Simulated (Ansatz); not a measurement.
The same path of C₂H₆BClO (11 atoms, charge 0, multiplicity 1) was run twice with different band settings. The coordinate that changes most is the dihedral C2–O4–C5–H9.

These are results of RKS CAM-B3LYP/6-31G (Ansatz 0.2.0), not measurements.

Relaxed end points:

```xyz
11
Properties=species:S:1:pos:R:3
B 1.098 1.556 -0.525
C 0.001 0.589 0.024
Cl 0.344 0.707 -2.294
O 0.294 -0.574 0.552
C -0.740 -1.590 0.768
H 2.228 1.213 -0.395
H 0.814 2.712 -0.545
H -1.066 0.828 -0.021
H -1.723 -1.119 0.848
H -0.476 -2.104 1.688
H -0.709 -2.275 -0.080
```

```xyz
11
Properties=species:S:1:pos:R:3
B 1.081 1.602 -0.409
C 0.137 0.532 0.225
Cl -0.504 1.532 -1.793
O 0.374 -0.754 0.131
C -0.667 -1.738 0.440
H 2.063 1.204 -0.943
H 1.056 2.683 0.090
H -0.775 0.802 0.766
H -1.160 -2.000 -0.496
H -1.384 -1.320 1.151
H -0.156 -2.600 0.860
```

Common settings: movable images 7; spring 5.0 eV/Å²; start path IDPP; force threshold 0.05 eV/Å; end points relaxed.

| run | climbing image | optimiser | iteration limit |
| --- | --- | --- | --- |
| 1 | yes | quadratic models (default) | 48 |
| 2 | from the first iteration | lbfgs | 57 |

(1) What does each run give, and how far can it be trusted?

Results:

(1) Run 1: converged after 5 iterations, highest image 0.030 eV above the first end. A vibrational analysis at the climbing image gives one clearly imaginary mode, 110i cm⁻¹: a first-order saddle point.
Run 2: converged after 13 iterations, highest image 0.030 eV above the first end. Another band between the same ends (7 images) ends at a top of the same energy, where a vibrational analysis finds 1 clearly imaginary mode.
Limits of this set-up: no polarisation functions.
